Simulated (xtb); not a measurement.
Input file for xtb: GFN2-xTB on GeH10Si2 (a complex), monomers drawn apart or pushed together.

```
$ xtb mol.xyz --gfn 2 --sp --chrg 0 --uhf 0
13

Ge     0.01233141     0.13777355     0.04474913
H     -1.31819227     0.71739864    -0.45656267
H      0.68985238     1.14778768     0.98215662
H      0.93404062    -0.14895454    -1.15010930
H     -0.25299990    -1.16594684     0.81128662
Si     1.16016039    -0.06940080     4.74473507
Si    -1.17985047    -0.17233982     4.62768119
H      1.61813498     1.33863245     4.66267918
H      1.78110544    -0.83764401     3.64018871
H      1.61957578    -0.64244132     6.03407659
H     -1.76989671     0.44350310     5.84164965
H     -1.63123521    -1.58241791     4.54413168
H     -1.68687241     0.55735297     3.44103404
```

Question: What total energy does the run end on?

Answer: -10.4459 hartree.
